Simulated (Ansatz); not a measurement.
A structure relaxed at PBE0-D4/def2-SVPD in Ansatz, charge -1, doublet:

Cartesian coordinates in Å:
```
Pb 1.437 0.990 -2.200
Pb -1.427 -0.984 2.192
Pb -0.010 -0.006 0.007
```

(1) Give its formula and point group.

(2) Summarise the bond lengths by kind (pairs closer than 1.2 times the sum of covalent radii, bridged metal pairs left out).

Results:

(1) Pb₃⁻. Point group D∞h (tolerance 0.1 Å).

(2) 2 × Pb–Pb 2.78 to 2.82 Å.

In the def2 sets Pb takes a core potential; there is no spin–orbit coupling. The charge -1 doublet is spin-contaminated (final ⟨S²⟩ up to 1.31, 0.75 for a pure state). Another isomer (doublet) lies 0.85 eV lower at PBE0-D4/def2-TZVPD; other spin states weren't run for this one.
